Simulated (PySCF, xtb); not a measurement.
In(F)(SeH)2 (FH2InSe2), SMILES [F][In]([SeH])[SeH]. Other conformers were not sampled.

Harmonic wavenumbers (cm⁻¹) from GFN2-xTB (xtb 6.7.1) at its own minimum, in rising order: 42, 62, 89, 136, 161, 167, 240, 334, 506, 534, 1992, 2060.

### Question
What does PBE0-D3(BJ)/def2-SVP run with PySCF 2.14.0 give at its own minimum? (Estimate from the structure and the level; the computed values follow.)

### Answer
53, 94, 112, 175, 212, 214, 281, 596, 609, 625, 2449, 2450. Paired by order, the mean absolute difference is 129 cm⁻¹ and the zero-point energies are 9.0 and 11.2 kcal/mol.
